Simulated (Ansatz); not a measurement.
Species: C₂H₃O, net charge 0, doublet state. It need not be the lowest isomer of its formula. 
Structure (B3LYP-D3(BJ)/def2-TZVP (Ansatz, a program for electronic structure) minimum search):
```xyz
6

C     -0.7662     0.7404     0.6742
C      0.1482     0.3359    -0.1693
O      0.5242    -0.9506    -0.4252
H     -1.2062     1.6558     1.0216
H      0.7227     1.0337    -0.7766
H     -0.0025    -1.5432     0.1277
```
Charge 0, spin multiplicity 2.

Task: Give the harmonic wavenumbers at B3LYP-D3(BJ)/def2-TZVP (Ansatz, finite differences of forces, unscaled).

Result: 464, 474, 565, 771, 842, 1099, 1246, 1356, 1670, 3107, 3306, 3759 cm⁻¹. Zero-point energy 26.7 kcal/mol.

Task: From these and the geometry, give the ideal-gas thermochemistry at 298.15 K and 1 atm (rigid rotor, harmonic oscillator).

Result: Point group Cs, rotational symmetry number 1. Rotational constants 79.01, 10.92, 9.593 GHz. S(trans) 37.21, S(rot) 21.19, S(vib) 2.53, S(elec, spin only) 1.38, S 62.3 cal/(mol K). H(298) - H(0) 2.92 kcal/mol; G - E(el) 11.0 kcal/mol.
